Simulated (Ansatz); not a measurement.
A search over several starts for the lowest SCF solution of Ca₂O₂ at the given spin, in a small basis.

```yaml
crystal:
  periodic: [false, false, false]
  atoms:
    - {symbol: Ca, position_ang: [-1.838484, -0.581376, -0.089864]}
    - {symbol: Ca, position_ang: [1.876697, 0.438361, 0.109293]}
    - {symbol: O, position_ang: [-0.298719, 1.118420, -0.154159]}
    - {symbol: O, position_ang: [0.260505, -0.975405, 0.134729]}
basis:
  gaussian: {orbitals: def2-SVP, initial_orbitals: start.molden}
magnetization: {spin_polarized: true, initial_magnetization: 4}
hamiltonian: {xc: pbe0, dispersion: d4}
output: {orbitals: {seedname: orbitals}}
```

The file start.molden holds the orbitals of an earlier run on this structure, at another level or in another basis.

```sh
$ ansatz run in.yaml --threads 4 --pin off --events-out ev --progress --plain --max-ram 3916MiB
```

It prints (some lines left out):

```
Functional definition: PBE0
806 factors; integrals over basis functions are off by at most 3.1e-4 eV
mean field evaluation 1: about -40946.7669 eV, gradient 3.9e0 eV
mean field evaluation 2: about -40946.8372 eV, gradient 7.0e-2 eV
mean field evaluation 4: about -40947.0239 eV, gradient 5.8e-3 eV
mean field evaluation 8: about -40947.0239 eV, gradient 5.1e-5 eV
mean field evaluation 16: about -40944.6420 eV, gradient 2.3e1 eV
mean field evaluation 32: about -40947.0239 eV, gradient 4.0e-3 eV
mean field -40947.02386799 eV, -1504.7753722589 hartree, gradient 5.9e-6 eV, S^2 6.019028; 7 other end points of the search recorded, 0 dependent functions left out
reference -40947.02390405 eV, -1504.7753735843 hartree; 30, 26 occupied and 46, 50 virtual orbitals, 806 factors
Total energy: -40947.10728694 eV, -1504.7784378489 hartree
```

Run time 2.7 s (4 threads of Intel Xeon 6975P-C on a shared host).

At PBE0-D4/def2-TZVP a singlet of charge 0 lies 4.46 eV below the quintet, each at its own geometry. The structure comes from a short search, and lower isomers may exist.
